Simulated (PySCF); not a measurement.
## Electronic structure of Pd⁺ (palladium, charge +1) at the r2SCAN level

Configuration: [Kr] 4d8 5s1, 5s spin antiparallel (an excited configuration). Calculation: PySCF 2.14, in aug-cc-pVTZ-DK (9s8p6d3f2g, 102 functions); scalar relativity by spin-free X2C-1e.

| Quantity | Value |
| --- | --- |
| Total energy | -5044.69 hartree |
| One-electron energy | -6934.81 hartree |
| Hartree (Coulomb) energy | 2035.05 hartree |
| Exchange-correlation energy | -144.93 hartree |
| ⟨S²⟩ | 1.7556 |
| ⟨L²⟩ | 12.023 |
| Sum of ⟨r⟩ | 29.72 bohr |
| Sum of ⟨r²⟩ | 40.07 bohr² |
| Langevin diamagnetic susceptibility | -31.7 ×10⁻⁶ cm³/mol |
| Time after the integrals | roughly 8 core-seconds |

```
shell  electrons  mean orbital energy (hartree)  spread (hartree)  rms radius, mean of both spins (bohr)
 1s β          1                     -888.88833                 0                                 0.0365
 1s α          1                     -888.88711                 0                                 0.0365
 2s α          1                     -130.84275                 0                                  0.150
 2s β          1                     -130.82413                 0                                  0.150
 2p α          3                     -117.32796                 0                                  0.133
 2p β          3                     -117.31443                 0                                  0.133
 3s α          1                      -24.29187                 0                                  0.405
 3s β          1                      -24.28767                 0                                  0.405
 3p α          3                      -19.80432                 0                                  0.407
 3p β          3                      -19.79811                 0                                  0.407
 3d α          5                      -12.67440           0.01195                                  0.391
 3d β          5                      -12.66068           0.00993                                  0.391
 4s α          1                       -3.83163                 0                                   1.01
 4s β          1                       -3.74838                 0                                   1.01
 4p α          3                       -2.54174                 0                                   1.11
 4p β          3                       -2.45677                 0                                   1.11
 4d α          5                       -0.69570           0.04365                                   1.53
 4d β          3                       -0.66041                 0                                   1.53
 5s β          1                       -0.47243                 0                                   2.98
```

With the s spin flipped the determinant is a mixture of two multiplicities, not a spectroscopic state.

Densities and radii are taken from the X2C orbitals without a picture-change correction, which distorts them close to the nucleus.
